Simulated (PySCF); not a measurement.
trimethylsulfonium (C₃H₉S), SMILES C[S+](C)C, charge +1.

Geometry optimised at PBE-D3(BJ)/def2-SVP.

Level of theory: PBE-D3(BJ)/def2-SVP run with PySCF 2.14.0.

Frequencies are harmonic and unscaled.

Modes within 1.5 cm⁻¹ of each other (mostly degenerate sets) share a row, with their intensities summed.

```tsv
mode	ν (cm⁻¹)	IR (km/mol)	moving atoms (share of kinetic energy)
1	164	0.0	H 99 %
2–3	205	0.2	H 97 %
4–5	256	0.1	C 53 %, H 36 %, S 11 %
6	286	0.2	S 33 %, C 33 %, H 33 %
7	633	2.1	C 70 %, S 15 %, H 15 %
8–9	706	0.0	C 56 %, S 32 %, H 11 %
10	854	0.0	H 86 %, C 14 %
11–12	898	6.3	H 85 %, C 15 %
13–14	1010	27.9	H 72 %, C 23 %
15	1016	10.1	H 70 %, C 20 %, S 9 %
16–17	1275	5.1	H 86 %, C 14 %
18	1311	3.7	H 86 %, C 14 %
19	1364	0.0	H 96 %
20–21	1377	20.3	H 96 %
22–23	1385	52.9	H 96 %
24	1397	50.9	H 96 %
25	2990	0.0	H 98 %
26–27	2992	15.3	H 98 %
28–30	3119	38.0	H 90 %, C 10 %
31	3122	11.3	H 90 %, C 10 %
32–33	3124	7.9	H 90 %, C 10 %
```
